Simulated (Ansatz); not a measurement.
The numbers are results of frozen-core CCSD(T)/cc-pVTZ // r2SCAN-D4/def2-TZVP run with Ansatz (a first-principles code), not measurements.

Ansatz 0.2 input:
```yaml
crystal:
  periodic: [false, false, false]
  atoms:
    - { symbol: C, position_ang: [-1.117174, 1.731292, 0.153535] }
    - { symbol: Ga, position_ang: [-0.164541, 0.009894, 0.007114] }
    - { symbol: C, position_ang: [-1.20541, -1.632044, -0.331606] }
    - { symbol: Si, position_ang: [2.243284, -0.093433, 0.19325] }
    - { symbol: H, position_ang: [-1.220784, 1.985062, 1.214603] }
    - { symbol: H, position_ang: [-0.563806, 2.548627, -0.313653] }
    - { symbol: H, position_ang: [-2.119752, 1.684281, -0.2762] }
    - { symbol: H, position_ang: [-1.328118, -1.747189, -1.41466] }
    - { symbol: H, position_ang: [-0.714014, -2.533135, 0.038109] }
    - { symbol: H, position_ang: [-2.206547, -1.564712, 0.100598] }
    - { symbol: H, position_ang: [2.852511, 1.126164, 0.794565] }
    - { symbol: H, position_ang: [2.699111, -1.262688, 0.998241] }
    - { symbol: H, position_ang: [2.84524, -0.252117, -1.163894] }
basis:
  gaussian: { orbitals: cc-pVTZ }
correlation:
  method: ccsd_t
```

Output:

```
Functional definition: HF
1498 factors; integrals over basis functions are off by at most 1.3e-3 eV
mean field evaluation 1: about -62398.1049 eV, gradient 3.6e1 eV
mean field evaluation 2: about -62398.2073 eV, gradient 3.7e1 eV
mean field evaluation 4: about -62401.9670 eV, gradient 3.3e0 eV
mean field evaluation 8: about -62402.0249 eV, gradient 2.3e-1 eV
mean field evaluation 16: about -62401.1915 eV, gradient 1.6e1 eV
mean field -62402.02514107 eV, -2293.2321263225 hartree, gradient 5.6e-6 eV, S^2 0.000000; 0 other end points of the search recorded, 0 dependent functions left out
16 core orbitals not correlated
reference -62402.02514107 eV, -2293.2321263225 hartree; 17, 17 occupied and 230, 230 virtual orbitals, 1498 factors
second order -17.87845077 eV of doubles, -0.00000000 eV of singles
cycle   1  -18.75139142 eV  change   -8.7e-1 eV  update   1.0e-1
cycle   2  -19.33039546 eV  change   -5.8e-1 eV  update   3.1e-2
cycle   3  -19.42145308 eV  change   -9.1e-2 eV  update   1.4e-2
cycle   4  -19.41934083 eV  change    2.1e-3 eV  update   3.4e-3
cycle   5  -19.41822464 eV  change    1.1e-3 eV  update   1.2e-3
cycle   6  -19.41774819 eV  change    4.8e-4 eV  update   3.6e-4
cycle   7  -19.41768472 eV  change    6.3e-5 eV  update   1.1e-4
cycle   8  -19.41770742 eV  change   -2.3e-5 eV  update   3.7e-5
perturbative correction -0.79297963 eV, -0.0291414638 hartree
Total energy: -62422.23582811 eV, -2293.9748553720 hartree
```

Cost: around 13 core-minutes (rough).
